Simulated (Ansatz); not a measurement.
Compare A (`CCSS[SiH3]`) with its isomer B (`[SiH3]CSCS`).

Isolated molecules relaxed with PBE0-D4/def2-TZVP in Ansatz; ΔE leaves out vibrations. CCSD(T)/CBS adds triple-zeta CCSD(T) − MP2 to the extrapolated MP2 energy (def2 sets, frozen cores). DFT in def2-TZVPP. B3LYP here is the variant with VWN-RPA as its local correlation; programs differ in this. Each species was taken in one conformer, which may not be the lowest.

A:

Z-matrix (Å, degrees):
```
C
C 1 1.512
H 1 1.092 2 110.7
H 1 1.093 2 110.3 3 -119.4
H 1 1.091 2 111.1 3 120.3
S 2 1.811 1 114.3 3 -61.6
H 2 1.095 1 111.4 3 -177.8
H 2 1.092 1 111.9 3 62.0
S 6 2.061 2 102.5 1 65.7
Si 9 2.140 6 95.8 2 91.1
H 10 1.483 9 110.4 6 62.6
H 10 1.487 9 106.9 6 -177.5
H 10 1.485 9 110.0 6 -58.5
```

B:

Z-matrix (Å, degrees):
```
Si
C 1 1.881
H 1 1.490 2 111.1
H 1 1.487 2 110.2 3 120.0
H 1 1.484 2 108.9 3 -120.4
S 2 1.815 1 111.2 3 -174.4
H 2 1.093 1 109.4 3 69.1
H 2 1.093 1 113.5 3 -49.7
C 6 1.803 2 99.8 1 79.9
S 9 1.797 6 110.7 2 -171.8
H 9 1.092 6 110.3 2 71.8
H 9 1.090 6 110.6 2 -48.6
H 10 1.343 9 96.2 6 64.7
```

(1) Which isomer does CCSD(T)/CBS put lower? Give the gap. (Best estimate.)

(2) Give E(B) − E(A) in kJ/mol with CCSD(T)/def2-SVP, B3LYP-D4, r2SCAN-D4, CCSD(T)/def2-TZVPP, PBE-D4, PBE0-D4, BLYP-D4. (Best estimate.)

(3) Does the order hold for the free energy at 298.15 K (harmonic terms from PBE0-D4)? (Best estimate.)

Largest T1 diagnostic: 0.011.

## Answers

(1) The calculation gave: A, by 101.0 kJ/mol.

(2) Ansatz gave: CCSD(T)/def2-SVP 93.3, B3LYP-D4 105.3, r2SCAN-D4 107.5, CCSD(T)/def2-TZVPP 96.7, PBE-D4 107.1, PBE0-D4 106.2, BLYP-D4 105.5. None reverses the order clearly.

(3) Computed: Yes: G(B) − G(A) = +90.5 kJ/mol, for one conformer each. Modes under 60 cm⁻¹, often nearly free rotors, make the harmonic entropy too high.

Leaving LDA and LC-ωPBE aside and taking each functional with its dispersion term where it has one, the values, not all of them listed here, spread over 9.7 kJ/mol, from ωB97X-V to B97M-V. At CCSD(T), def2-SVP lies −7.7 kJ/mol from the extrapolated value and def2-TZVPP −4.4 kJ/mol.
